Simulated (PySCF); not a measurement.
# Two-component Hartree-Fock for Tc¹⁵⁺ (technetium, charge +15)

Start: [Ar] 3d10. Calculated with PySCF 2.14 in an uncontracted even-tempered set (20 s from 0.42 bohr⁻², ratio 2.6; 15 p from 0.55 bohr⁻², ratio 2.6; 10 d from 0.55 bohr⁻², ratio 2.6; 6 f from 0.56 bohr⁻², ratio 2.8): generalised Hartree-Fock with the X2C-1e Hamiltonian and a Gaussian nucleus; spin-orbit coupling (SO) screened by Boettger's factors.

```
spinor shell  electrons  ε, screened SO (eV)  weight of nominal j (screened SO)  rms radius, screened SO (bohr)
       1s1/2          2             -21512.2                              1.000                          0.0394
       2s1/2          2              -3439.6                              1.000                           0.162
       2p1/2          2              -3191.3                              1.000                           0.141
       2p3/2          4              -3071.2                              1.000                           0.145
       3s1/2          2              -900.01                              1.000                           0.438
       3p1/2          2              -803.03                              1.000                           0.434
       3d3/2          4              -612.19                              1.000                           0.421
       3d5/2          6              -608.11                              1.000                           0.424
```

**Question.** Where does 3p3/2 lie, and what is the 3p spin-orbit splitting (screened SO)?

**Answer.** At -781.66 eV, 21.378 eV above 3p1/2.

```csv
quantity,screened SO
E (hartree),-4203.15342
M_J,0
⟨J²⟩,0.000
⟨L²⟩,0.006
⟨S²⟩,0.006
```

Breit and QED terms are absent; they matter most for the inner s and p1/2 levels.

Densities and radii are taken from the X2C orbitals without a picture-change correction, which distorts them close to the nucleus.
